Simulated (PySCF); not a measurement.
How methods differ on the excitation energy of Co

Co [Ar] 3d7 4s2 (4F) → Co [Ar] 3d6 4s2 5s1 (6D), as a difference of total energies. All numbers are calculated (PySCF 2.14, the spin-free X2C one-electron Hamiltonian (Gaussian nucleus), in aug-cc-pVDZ-DK (7s6p4d2f, 59 functions)). Correlated levels: valence: [Ar] frozen. The calculations carry no spin-orbit coupling.

```csv
method,excitation energy (eV)
UHF,8.287
LDA,10.792
PBE,10.660
PBE0,10.277
r2SCAN,10.629
B97-3,10.376
BP86,10.809
MN15,10.365
B2PLYP,10.214
MP2 (valence),9.906
SCS-MP2 (valence),9.931
```

Q: How much does correlation contribute at MP2 (valence)?

A: 9.906 − (8.287) = 1.619 eV, measured against UHF.

A first-order spin-orbit estimate (lowest level to lowest level, LS coupling) adds 0.025 eV.

The upper state lies above the first ionisation limit, but in LS coupling its spin forbids autoionisation to the ground ion. A Rydberg-like electron needs more diffuse functions than a valence basis has.

The promoted electron is Rydberg-like, and one or two diffuse shells describe it only roughly, which tends to raise the upper state.
